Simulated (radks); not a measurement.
Isoelectronic series with 5 electrons, each ion in its NIST ground configuration. Method: Dirac Kohn-Sham, BLYP, spin-unpolarised, spherical densities, finite nucleus; open shells fill j = l - 1/2 first; Fermi nuclear charge, rms radius of each element as measured or else 0.836 A^(1/3) + 0.57 fm; computed with a radial shooting solver on a logarithmic mesh with Libxc functionals. Total energies (hartree) and mean radii <r> (bohr):

| ion | configuration | E (hartree) | 2p1/2 | 2s1/2 |
|---|---|---|---|---|
| B | [He] 2s2 2p1 | -24.64478 | 2.308 | 1.952 |
| C+ | [He] 2s2 2p1 | -37.41995 | 1.503 | 1.464 |
| N2+ | [He] 2s2 2p1 | -52.95913 | 1.136 | 1.172 |
| O3+ | [He] 2s2 2p1 | -71.26107 | 0.9179 | 0.9779 |
| F4+ | [He] 2s2 2p1 | -92.32750 | 0.7715 | 0.8392 |
| Ne5+ | [He] 2s2 2p1 | -116.16147 | 0.6660 | 0.7351 |
| Mg7+ | [He] 2s2 2p1 | -172.14797 | 0.5235 | 0.5891 |
| Al8+ | [He] 2s2 2p1 | -204.31002 | 0.4730 | 0.5358 |
| Si9+ | [He] 2s2 2p1 | -239.25852 | 0.4314 | 0.4914 |
| P10+ | [He] 2s2 2p1 | -276.99960 | 0.3965 | 0.4537 |
| S11+ | [He] 2s2 2p1 | -317.53986 | 0.3669 | 0.4214 |
| Cl12+ | [He] 2s2 2p1 | -360.88647 | 0.3413 | 0.3933 |
| Ar13+ | [He] 2s2 2p1 | -407.04710 | 0.3190 | 0.3687 |
